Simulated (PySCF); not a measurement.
PySCF input file for [(E)-2-germylethenyl]germane (C₂H₈Ge₂), SMILES [CH](=[CH]\[GeH3])/[GeH3], PBE/pcSseg-1. Coordinates come from a PBE0-D3(BJ)/def2-SVP optimisation.

```python
import numpy as np
from pyscf import gto, scf, dft
from pyscf.prop.nmr import rks as nmr

mol = gto.M(
    atom='''
    Ge    0.01670643    2.38086580   -0.00000000
    C    -0.45269289    0.49428941   -0.00000000
    C     0.45269289   -0.49428941    0.00000000
    Ge   -0.01670643   -2.38086580    0.00000000
    H     1.55120499    2.50153202   -0.00000000
    H    -0.55924523    3.07876169   -1.24748080
    H    -0.55924522    3.07876170    1.24748080
    H    -1.52218261    0.24115406    0.00000000
    H     1.52218261   -0.24115406   -0.00000000
    H     0.55924523   -3.07876169    1.24748080
    H     0.55924522   -3.07876170   -1.24748080
    H    -1.55120499   -2.50153202    0.00000000
    ''',
    basis='pcSseg-1',
    charge=0,
    spin=0,
    max_memory=1600,
    verbose=3,
)
mf = dft.RKS(mol, xc='pbe')
mf.grids.level = 3
mf.conv_tol = 1e-10
mf.max_cycle = 100
mf.kernel()
n = nmr.NMR(mf)
n.verbose = 2
n.max_cycle_cphf = 60
sigma = n.kernel()
print('atom   isotropic/ppm   span/ppm')
for i, s in enumerate(sigma):
    w = np.linalg.eigvalsh((s + s.T) / 2)
    print(f'{mol.atom_symbol(i):2s}{i + 1:3d} {w.mean():14.3f} {w[2] - w[0]:11.3f}')
```

Output:

```
converged SCF energy = -4233.80141967968
atom   isotropic/ppm   span/ppm
Ge  1       1492.820     251.618
C   2         27.462     237.795
C   3         27.462     237.795
Ge  4       1492.820     251.618
H   5         27.200      15.363
H   6         26.806      16.363
H   7         26.806      16.363
H   8         24.231       8.371
H   9         24.231       8.371
H  10         26.806      16.363
H  11         26.806      16.363
H  12         27.200      15.363
```

Self-consistency was reached.
